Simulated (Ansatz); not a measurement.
Reactions of `C[N]([GeH3])[SiH](O)F`.

Program: Ansatz. Geometries: PBE0-D4/def2-TZVP. ΔE: electronic, gas phase. CCSD(T)/CBS adds triple-zeta CCSD(T) − MP2 to the extrapolated MP2 energy (def2 sets, frozen cores). This one scheme is used for every species. def2 core potentials past Kr. For Ge, Sn outer-core shells are correlated without core-valence functions, which leaves a few kJ/mol of doubt a bond. Scalar relativity is left out up to krypton. Each species was taken in one conformer, which may not be the lowest.

Question: Order these by ΔE at CCSD(T)/CBS, lowest first. (Estimate.)
A. `C[N]([GeH3])[SiH](O)F` + `[NH2][GeH2][OH]` → `[OH][GeH2][NH][SiH](O)F` + `C[NH][GeH3]`
B. `C[N]([GeH3])[SiH](O)F` + CH₃OH → `CO[SiH](O)F` + `C[NH][GeH3]`
C. `C[N]([GeH3])[SiH](O)F` + `S[SiH2]Cl` → `O[SiH](F)S[SiH2]Cl` + `C[NH][GeH3]`
D. `C[N]([GeH3])[SiH](O)F` + `[NH2][SnH2][OH]` → `C[NH][SnH2][OH]` + `O[SiH](F)[NH][GeH3]`

Answer: B (-32.9 kJ/mol), A (-14.0 kJ/mol), D (-2.1 kJ/mol), C (+16.5 kJ/mol).

Largest T1 diagnostic: 0.013, for `[NH2][SnH2][OH]`.
